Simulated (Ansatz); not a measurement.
Cs8Cl8⁺ (started as a model of: 1x4x4 CsCl rock-salt block), relaxed as a doublet with UKS PBE-D4/def2-SVP in Ansatz, starting from the PBE-D4/def2-SVP geometry of the neutral singlet. Force threshold 0.03 eV/Å.

In the def2 sets Cs takes a core potential; there is no spin–orbit coupling. The gap within one spin of the relaxed charge 1 doublet nearly closes, so an electron or hole may be smeared out by delocalisation error.

Start:

```csv
atom,x (Å),y (Å),z (Å)
Cs1,-4.2659,5.3259,-0.5974
Cl2,-2.2700,4.3879,1.7078
Cs3,-1.1331,2.6858,4.4026
Cl4,0.8892,1.4747,6.5823
Cl5,-2.8856,3.3735,-2.7080
Cs6,-0.5066,2.3854,-0.4453
Cl7,0.2495,0.4755,2.2550
Cs8,2.3004,-0.6890,4.6762
Cs9,-2.3072,0.6804,-4.6724
Cl10,-0.2321,-0.4615,-2.2616
Cs11,0.5125,-2.3745,0.4396
Cl12,2.8705,-3.3860,2.7129
Cl13,-0.9022,-1.4897,-6.5750
Cs14,1.1503,-2.6725,-4.4075
Cl15,2.2765,-4.3793,-1.7112
Cs16,4.2538,-5.3366,0.6019
```

**Question.** Estimate the energy that the relaxation releases and the steps that it takes.

**Answer.** 2.6 kcal/mol, in 6 steps; 6.2 min on 4 threads of Arm Neoverse V2 on a shared host. The force fell under the threshold at step 3, but the optimiser went on and released 0.008 eV more. No frequencies were taken in this run, so the end may be a saddle point.

**Question.** Does the start keep its bonding and symmetry?

**Answer.** By distances, no bond broke or formed. The bond that changes most is Cs8–Cl12, from 3.38 to 3.30 Å (atoms count from 1). Point group Ci at the start, Ci at the end, both within 0.05 Å.

**Question.** Predict the relaxed structure.

**Answer.** 
| atom | x (Å) | y (Å) | z (Å) |
| --- | --- | --- | --- |
| Cs1 | -4.198 | 5.495 | -0.645 |
| Cl2 | -2.258 | 4.257 | 1.616 |
| Cs3 | -1.453 | 2.585 | 4.345 |
| Cl4 | 0.862 | 1.433 | 6.380 |
| Cl5 | -2.826 | 3.312 | -2.584 |
| Cs6 | -0.324 | 2.413 | -0.475 |
| Cl7 | 0.281 | 0.495 | 2.296 |
| Cs8 | 2.592 | -0.649 | 4.512 |
| Cs9 | -2.593 | 0.644 | -4.511 |
| Cl10 | -0.267 | -0.482 | -2.304 |
| Cs11 | 0.328 | -2.401 | 0.469 |
| Cl12 | 2.815 | -3.320 | 2.588 |
| Cl13 | -0.872 | -1.453 | -6.370 |
| Cs14 | 1.469 | -2.574 | -4.347 |
| Cl15 | 2.262 | -4.250 | -1.618 |
| Cs16 | 4.182 | -5.506 | 0.650 |
Bond lengths (bridged metal pairs left out): 24 × Cl–Cs 3.23 to 3.42 Å.
